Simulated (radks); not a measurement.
Neutral phosphorus is in [Ne] 3s2 3p3. Method: scalar-relativistic Kohn-Sham, PBEsol, spin-polarised, spherical densities, finite nucleus; Fermi nuclear charge, rms radius of each element as measured or else 0.836 A^(1/3) + 0.57 fm; computed with a radial shooting solver on a logarithmic mesh with Libxc functionals. Open shells are filled with parallel spins first. One electron is removed from 2s, 3p, 2p, 3s in turn, with full relaxation. Which removal costs least, and what does each cost?

Answer. 3p 10.492 eV; 3s 16.069 eV; 2p 138.39 eV; 2s 186.49 eV. The 3p electron leaves first.
